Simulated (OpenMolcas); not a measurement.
Ti3+ (d1) among equal point charges was computed by CASSCF with the d shell active (OpenMolcas, ANO-RCC-VTZP on the metal). Its lowest spin-free states, and all those of the highest spin:

```json
{"2S+1": "2", "Degeneracy": "2", "E (cm-1)": "0.0"}
{"2S+1": "2", "Degeneracy": "3", "E (cm-1)": "2705"}
```

Task: Is the site octahedral, tetrahedral or cube-like, axial, or of lower symmetry?

Result: The states with 2S+1 = 2 have orbital degeneracies 2, 3. Threefold states need a cubic site. For d1 at this spin an octahedron puts the threefold T2 below the twofold E and a tetrahedron or cube puts the twofold E below the threefold T2, so the site is a tetrahedron or a cube, which this pattern cannot tell apart. The first gap at this spin, 2700 cm-1, is |10Dq| in ligand-field theory. The run had Ti3+ among 4 point charges of -2 e arranged as a tetrahedron (Td), 1.92 Å from the ion.

An orbital doublet at a regular site is open to a Jahn-Teller distortion, which this geometry leaves out. The ground term spreads over less than 5000 cm-1, several times less than with real ligands, so orbital moments are less quenched and χT lies further from the spin-only value than at real sites. Point charges carry no covalency, so the field is a model and not that of real ligands. No measured value stands beside these numbers.
